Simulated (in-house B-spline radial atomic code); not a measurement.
Functionals against ionisation energies along an isoelectronic series: Ge to Br³⁺

Ionisation energies as differences of self-consistent total energies from a B-spline radial code for spherical atoms: all electrons, radial basis limit, scalar-relativistic (one-electron X2C), spin-polarised at highest spin, spherical densities; exact exchange is averaged over the determinants of each configuration. No spin-orbit coupling, Breit or QED terms. NIST's values run from ground level to ground level, so in open shells the differences also hold multiplet and fine-structure energies that spherical high-spin averages miss. Columns give computed minus NIST, in eV; a star marks a semi-empirical value. Species are left out where the tabulated value is theory, is uncertain by more than 0.12 eV, or (13 ions, such as In⁴⁺, Te⁴⁺ and Bi⁴⁺) lies off its series for all methods alike, which flatters the means a little.

| species | shell | NIST (eV) | LDA exchange-only | BLYP | LC-wPBE | B97-1 | AM05 |
| --- | --- | --- | --- | --- | --- | --- | --- |
| Ge | 4p | 7.90 | -0.68 | -0.17 | +0.13 | -0.13 | +0.01 |
| As⁺ | 4p | 18.59 | ? | ? | ? | ? | ? |
| Se²⁺ | 4p | 31.70 ± 0.02 | -1.01 | -0.23 | +0.09 | -0.17 | -0.06 |
| Br³⁺ | 4p | 47.78 ± 0.01 | -1.89 | -1.02 | -0.73 | -0.98 | -0.87 |

What are the differences for As⁺ ([Ar] 3d10 4s2 4p2)?

LDA exchange-only -0.88; BLYP -0.21; LC-wPBE +0.11; B97-1 -0.16; AM05 -0.04 eV.

How do the methods rank, and which species is hardest?

Mean absolute (signed) differences: AM05 0.24 (-0.24) eV; LC-wPBE 0.27 (-0.10) eV; B97-1 0.36 (-0.36) eV; BLYP 0.41 (-0.41) eV; LDA exchange-only 1.12 (-1.12) eV. For Br³⁺, which loses a 4p electron, the nearest method is off by -0.73 eV, the largest such miss. The first two are tied within the accuracy of the references.
